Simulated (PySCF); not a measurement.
## Radial density of Zr(2+) (zirconium, charge +2)

UHF, [Kr] 4d2, high-spin 3F determinant. Calculation: PySCF 2.14, in dyall-av2z (22s15p11d2f, 136 functions); no relativity, point nucleus.

```json
{"r (bohr)": "0.000599", "4πr²ρ (e/bohr)": "0.1913", "4πr²(ρα − ρβ)": "0.0000"}
{"r (bohr)": "0.00101", "4πr²ρ (e/bohr)": "0.5238", "4πr²(ρα − ρβ)": "0.0000"}
{"r (bohr)": "0.00169", "4πr²ρ (e/bohr)": "1.403", "4πr²(ρα − ρβ)": "0.0000"}
{"r (bohr)": "0.00285", "4πr²ρ (e/bohr)": "3.618", "4πr²(ρα − ρβ)": "-0.0001"}
{"r (bohr)": "0.00480", "4πr²ρ (e/bohr)": "8.764", "4πr²(ρα − ρβ)": "-0.0003"}
{"r (bohr)": "0.00807", "4πr²ρ (e/bohr)": "19.11", "4πr²(ρα − ρβ)": "-0.0006"}
{"r (bohr)": "0.0136", "4πr²ρ (e/bohr)": "34.96", "4πr²(ρα − ρβ)": "-0.0011"}
{"r (bohr)": "0.0228", "4πr²ρ (e/bohr)": "48.27", "4πr²(ρα − ρβ)": "-0.0017"}
{"r (bohr)": "0.0384", "4πr²ρ (e/bohr)": "45.98", "4πr²(ρα − ρβ)": "-0.0030"}
{"r (bohr)": "0.0646", "4πr²ρ (e/bohr)": "43.44", "4πr²(ρα − ρβ)": "-0.0049"}
{"r (bohr)": "0.109", "4πr²ρ (e/bohr)": "60.25", "4πr²(ρα − ρβ)": "0.0199"}
{"r (bohr)": "0.183", "4πr²ρ (e/bohr)": "44.90", "4πr²(ρα − ρβ)": "0.1369"}
{"r (bohr)": "0.307", "4πr²ρ (e/bohr)": "42.29", "4πr²(ρα − ρβ)": "0.2001"}
{"r (bohr)": "0.517", "4πr²ρ (e/bohr)": "32.62", "4πr²(ρα − ρβ)": "0.0090"}
{"r (bohr)": "0.869", "4πr²ρ (e/bohr)": "9.376", "4πr²(ρα − ρβ)": "0.2733"}
{"r (bohr)": "1.46", "4πr²ρ (e/bohr)": "7.280", "4πr²(ρα − ρβ)": "1.1464"}
{"r (bohr)": "2.46", "4πr²ρ (e/bohr)": "1.271", "4πr²(ρα − ρβ)": "0.6515"}
{"r (bohr)": "4.14", "4πr²ρ (e/bohr)": "0.05844", "4πr²(ρα − ρβ)": "0.0552"}
{"r (bohr)": "6.96", "4πr²ρ (e/bohr)": "0.0003805", "4πr²(ρα − ρβ)": "0.0004"}
```

A non-relativistic calculation at this Z misses sizeable relativistic shifts.

Where is the radial spin density 4πr²(ρα − ρβ) most negative, and why is it negative at all?

Around r = 0.0646 bohr, down to -0.0049 e/bohr: exchange with the open shell polarises the paired shells in an unrestricted calculation.
